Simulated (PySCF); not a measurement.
**Mo: excitation energy**

Mo [Kr] 4d5 5s1 (7S) → Mo [Kr] 4d4 5s1 5p1 (high-spin determinant), as a difference of total energies. All numbers are calculated (PySCF 2.14, scalar relativity through the core potential, in aug-cc-pVTZ-PP with one added diffuse shell each of s, p, d, f, g type with ECP28MDF (7s7p6d4f3g, 113 functions)). Correlated levels: valence: 4s2 4p6 frozen. The calculations carry no spin-orbit coupling.

| method | excitation energy (eV) |
| --- | --- |
| UHF | 2.830 |
| LDA | 4.077 |
| PBE | 3.980 |
| PBE0 | 3.838 |
| r2SCAN | 3.906 |
| revPBE | 3.962 |
| TPSS | 3.850 |
| MP2 (valence) | 3.372 |
| SCS-MP2 (valence) | 3.011 |

Task: How much does correlation contribute at MP2 (valence)?

Result: 3.372 − (2.830) = 0.542 eV, measured against UHF.

The determinant of the upper state mixes LS terms, which raises its energy above the lowest term, most at the Hartree-Fock and MP2 levels.
